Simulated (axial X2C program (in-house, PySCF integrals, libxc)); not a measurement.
**LiCa: cheaper levels and CCSD(T), two-component**

All values were computed with an in-house all-electron X2C program for linear molecules (integrals from PySCF). Two-component (2c) means X2C with spin–orbit coupling and atomic mean-field two-electron Coulomb and Gaunt terms. Basis: Ca dyall-cv3z [11s12p6d4f], Li dyall-cv3z [7s8p2d] (cores contracted in-house); Gaussian nuclei, density fitting, unrestricted open shells. Masses: Ca 39.963 u, Li 7.016 u.

State: Ω = 1/2 (⟨Sz⟩ = 0.50, ⟨Lz⟩ = 0.00 at HF); fragments Ca + Li.

| level | Re (Å) | ωe (cm⁻¹) | De (eV) |
| --- | --- | --- | --- |
| PBE0 | 3.411 | 199.6 | 0.378 |
| HF | 3.633 | 149.4 | 0.124 |
| CCSD | 3.398 | 194.6 | 0.255 |
| LDA | 3.343 | 206.3 | 0.476 |

Correlated methods: 11 electrons correlated (number of frozen shells: Ca 2 s, 1 p; Li 1 s), 225 virtual spin orbitals or spinors in MP2, 90 natural virtuals in coupled cluster.

CCSD(T), same Hamiltonian and basis:

Re = 3.394 Å, ωe = 192.8 cm⁻¹, De = 0.26 eV; T1 = 0.043 (Lee–Taylor normalisation).

Problem. Give the differences from CCSD(T) in the columns below.

Solution. 

```json
{"level": "PBE0", "ΔRe (Å)": "0.017", "Δωe (cm⁻¹)": "6.8"}
{"level": "HF", "ΔRe (Å)": "0.239", "Δωe (cm⁻¹)": "-43.4"}
{"level": "CCSD", "ΔRe (Å)": "0.004", "Δωe (cm⁻¹)": "1.8"}
{"level": "LDA", "ΔRe (Å)": "-0.051", "Δωe (cm⁻¹)": "13.5"}
```

Occupations by symmetry block were frozen at the best pattern of an incomplete PBE0 search. De is counted from the lowest determinant-based energies of the atoms at the same level, without counterpoise correction. Density functionals use the spin component along the axis (collinear). CCSD and (T) use frozen natural virtuals with an MP2 correction for the truncation; (T) itself is uncorrected, so its De runs slightly low. The determinant is spin-polarised beyond a pure state at some levels (its spin-free form has ⟨S²⟩ too high), which makes Re and μ there less reliable. The T1 diagnostic is large, a sign of multireference character. The bond is weak, and without diffuse functions and with truncated virtuals even CCSD(T) can be tens of per cent off in De.
